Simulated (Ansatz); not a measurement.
CH$_{6}$GeN$_{2}$, SMILES `C=[N][GeH2][NH2]` at its PBE0-D4/def2-TZVP geometry, where that method's forces vanish. Charge 0, multiplicity 1.

```xyz
10

C     0.8913    1.6001    0.8257
N    -0.1332    0.8703    0.8406
Ge   -0.5197   -0.1705   -0.6665
N    -0.5973   -1.9528   -0.2647
H     1.1423    2.2123    1.7011
H     1.5921    1.6863   -0.0230
H     0.5986    0.0373   -1.7129
H    -1.9085    0.2554   -1.1585
H     0.2705   -2.3408    0.0782
H    -1.3362   -2.1976    0.3801
```

Q: What forces (eV/Å) does ωB97M-V/def2-TZVPP give on these atoms in Ansatz 0.2.0? (An estimate is asked.)

A: Ansatz gave: 
```
C1   0.129  0.117  0.041
N2  -0.012 -0.035 -0.010
Ge3 -0.048  0.077 -0.155
N4   0.012 -0.017  0.054
H5  -0.027 -0.060 -0.091
H6  -0.083 -0.033  0.063
H7  -0.076 -0.006  0.090
H8   0.111 -0.029  0.037
H9  -0.040 -0.005 -0.007
H10  0.035 -0.009 -0.022
```
